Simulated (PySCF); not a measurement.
Computed shifts of a molecule C₆H₆, PySCF with B3LYP/pcSseg-1, GIAO, gas phase, equivalent atoms averaged, in ppm (number of nuclei): ¹³C: 163.6 (1), 143.8 (2), 134.5 (1), 132.8 (2). ¹H: 6.78 (2), 6.47 (2), 6.23 (2). References: ¹³C against TMS (σ = 181.3 ppm); ¹H against TMS (σ = 31.68 ppm), references at their B3LYP-D3(BJ)/def2-TZVP geometries, non-relativistic. Coordinates come from a PBE0-D3(BJ)/def2-SVP optimisation. One conformer was computed; it need not be the lowest.

Q: Identify the compound among the candidates.
A. C#CCCC#C
B. C#C[C@H]1C=CC1
C. C=C1C=CC=C1
D. C#CC(=C)C=C

A: C, C=C1C=CC=C1
